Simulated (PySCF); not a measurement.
Predicted microwave data (PBE0/pcSseg-1 in PySCF (dipole) on a GFN2-xTB geometry, gas phase) for one isomer of C7H8N2O:

```
Rotational constants : A = 2292, B = 1200, C = 823.0 MHz
Dipole components    : |μa| = 2.41 D, |μb| = 3.50 D, |μc| = 0.82 D
Inertial defect      : -27.53 u·Å²
κ                    : -0.49
```

Problem. Which candidate fits, each taken in the one conformer that was computed?
A. `[O:1]=[CH:2][c:3]1[cH:4][cH:5][n:6][n:7]1[CH:8]1[CH2:9][CH2:10]1` with O1–C2–C3–C4 180°, N6–N7–C8–C9 -34°
B. `[CH3:1][C:2](=[O:3])[c:4]1[cH:5][cH:6][c:7]([CH3:8])[n:9][n:10]1` with C1–C2–C4–C5 180°
C. `[CH3:1][C:2](=[O:3])/[N:4]=[C:5]([CH3:6])/[CH:7]=[CH:8]\[C:9]#[N:10]` with C1–C2–N4–C5 115°, N4–C5–C7–C8 17°
D. `[CH3:1][C:2](=[O:3])[c:4]1[cH:5][cH:6][n:7][n:8][c:9]1[CH3:10]` with C1–C2–C4–C5 32°
E. `[CH3:1][C:2](=[O:3])[c:4]1[cH:5][c:6]([CH3:7])[cH:8][n:9][n:10]1` with C1–C2–C4–C5 180°

Solution. D. It is CC(=O)c1ccnnc1C, an asymmetric top, point group C1. The candidates at the same level (rigid rotor, commonest isotopes):

| SMILES | A (MHz) | B (MHz) | C (MHz) | μa (D) | μb (D) | μc (D) | Δ (u·Å²) | point group | rotor |
| --- | --- | --- | --- | --- | --- | --- | --- | --- | --- |
| O=Cc1ccnn1C1CC1 | 1880 | 1396 | 854.8 | 0.55 | 1.33 | 0.00 | -39.58 | Cs | asymmetric top |
| CC(=O)c1ccnnc1C | 2292 | 1200 | 823.0 | 2.41 | 3.50 | 0.82 | -27.53 | C1 | asymmetric top |
| CC(=O)/N=C(C)/C=C\C#N | 1700 | 1190 | 784.5 | 2.80 | 4.71 | 2.35 | -77.68 | C1 | asymmetric top |
| CC(=O)c1ccc(C)nn1 | 3710 | 848.3 | 696.3 | 2.78 | 1.48 | 0.00 | -6.21 | Cs | asymmetric top |
| CC(=O)c1cc(C)cnn1 | 2742 | 972.6 | 724.3 | 3.02 | 1.27 | 0.05 | -6.20 | – | asymmetric top |

`O=Cc1ccnn1C1CC1` has A 18 % too low; `CC(=O)/N=C(C)/C=C\C#N` has A 26 % too low; `CC(=O)c1cc(C)cnn1` has A 20 % too high; `CC(=O)c1ccc(C)nn1` has A 62 % too high. No structure here is proved a minimum.
